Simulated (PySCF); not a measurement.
Vertical excitations of a molecule C4H3BrClF from PySCF with TDA-PBE0/def2-SVPD, as energy in eV (oscillator strength): 4.72 (0.004), 5.43 (0.017), 5.58 (0.002), 5.76 (0.134), 5.88 (0.004), 6.09 (0.028), 6.19 (0.057), 6.70 (0.004), 6.92 (0.039), 7.04 (0.003). Lowest triplet (TDA): 3.95 eV. The structure is a stationary point at B3LYP-D3(BJ)/def2-SVP. Other conformers were not sampled.

Problem. Pick the molecule that these values belong to.
(A) C=C(Br)/C=C(\F)Cl
(B) FC=C=C(Br)CCl
(C) C=C=C(Cl)[C@H](F)Br
(D) FC(/C=C\Cl)=C/Br

Solution. C, C=C=C(Cl)[C@H](F)Br
